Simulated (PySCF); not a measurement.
Br3Ga, triplet, at a GFN2-xTB geometry (such geometries of metal compounds can be far from the true shape) (a higher spin typed on purpose: for a closed-shell molecule this is an excited state). Base run: HF/pcseg-1 in PySCF.

Input for PySCF:
```python
from pyscf import gto, scf

mol = gto.Mole()
mol.atom = '''
    Ga   -0.270779   -0.717969   -0.488925
    Br    2.225681   -0.138876   -0.528809
    Br   -0.696176   -0.784659    2.037702
    Br   -1.289672    1.559450   -1.075846
'''
mol.basis = 'pcseg-1'
mol.charge = 0
mol.spin = 2
mol.verbose = 5
mol.build()

mf = scf.UHF(mol)
mf.kernel()
mf.analyze()
```

Each row names what was changed in the base input (with any setting that the change needs).

```tsv
change	ΔE vs base (mEh)	fitting functions	dipole (D)
base	0.000	-	2.02
auxbasis = def2-universal-jkfit	0.280	1064	2.02
auxbasis = cc-pvqz-jkfit	0.210	872	2.02
exchange = seminumerical (SGX) (with mf = sgx.sgx_fit(mf, auxbasis='def2-universal-jfit'); with mf.with_df.dfj = True)	-0.628	232	2.02
auxbasis = cc-pvtz-ri	-10045.9	664	1.99
auxbasis = def2-svp-ri	-3796.4	508	1.99
only_dfj = on; auxbasis = def2-universal-jfit	-0.587	232	2.02
auxbasis = default (with mf = mf.density_fit())	-0.017	1269	2.02
auxbasis = even-tempered beta=1.6	0.063	1883	2.02
auxbasis = def2-universal-jfit	82389.4	232	6.31
```

A fitting set is made for a task (jfit for Coulomb, jkfit for Coulomb and exchange, ri for correlation) and for a family of orbital bases.

Open shells are given as the SCF converged; they aren't shown to be the lowest states, and a large step between rows can be another state.
